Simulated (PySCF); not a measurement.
# Computed NMR parameters against published values

Geometry:
```csv
atom,x (Å),y (Å),z (Å)
C1,3.283,-0.234,-1.000
O2,1.880,-0.362,-0.876
C3,1.316,0.346,0.111
O4,1.950,1.054,0.852
C5,-0.157,0.154,0.181
C6,-0.857,0.845,1.176
C7,-2.236,0.701,1.285
C8,-2.921,-0.134,0.400
C9,-2.225,-0.824,-0.593
C10,-0.844,-0.682,-0.706
H11,3.560,0.799,-1.259
H12,3.786,-0.498,-0.058
H13,3.586,-0.919,-1.800
H14,-0.294,1.490,1.853
H15,-2.782,1.240,2.062
H16,-4.004,-0.248,0.485
H17,-2.763,-1.476,-1.285
H18,-0.288,-1.215,-1.477
```

PySCF 2.14.0 with density-fitted response routines calculation with geometry from PBE0-D3(BJ)/def2-SVP and shielding tensors at wB97X-D/pcSseg-1 (GIAO); rapidly exchanging positions averaged, non-relativistic Hamiltonian, in vacuum, one computed conformer.

Reference values: measured (solution, CCl4; Shapiro, Mohrmann, J. Phys. Chem. Ref. Data 1977, 6, 919).
| atoms | quantity | reference | computed |
| --- | --- | --- | --- |
| H14/H18 | δ 1H | 7.97 | 8.37 |
| H16 | δ 1H | 7.46 | 7.64 |
| H15/H17 | δ 1H | 7.36 | 7.55 |

Reference values: measured (solution, CH3CN, 313 K; J.-C. Zhuo, Molecules 4 (1999) 320).
```csv
atoms,quantity,reference,computed,"computed, scaled"
O4,δ 17O vs H2O (external),337.5,–,341.1
O2,δ 17O vs H2O (external),127.3,–,121.9
```

Computed shifts are σ(ref) − σ with the named reference compound (TMS for H and C) calculated as an isolated molecule at the same level. The measured values may be among those fitted. Shieldings were converted by a linear fit to measured shifts: 17O: δ = 271.89 − 0.921σ (rms 8.0 ppm, 20 shifts vs liquid water, solution or neat liquid). Occasional misses reach two or three times the rms, and more in compound classes unlike the fitted ones.

Q: How far are the unscaled 1H shifts from the references?

A: Mean signed difference +0.26 ppm, mean absolute 0.26 ppm over 3 comparisons; the largest is +0.40 ppm at H14/H18 (hydrogen on an aromatic CH).

5 of the 19 published NMR values on file for this molecule are compared. The rest: values from further sources.
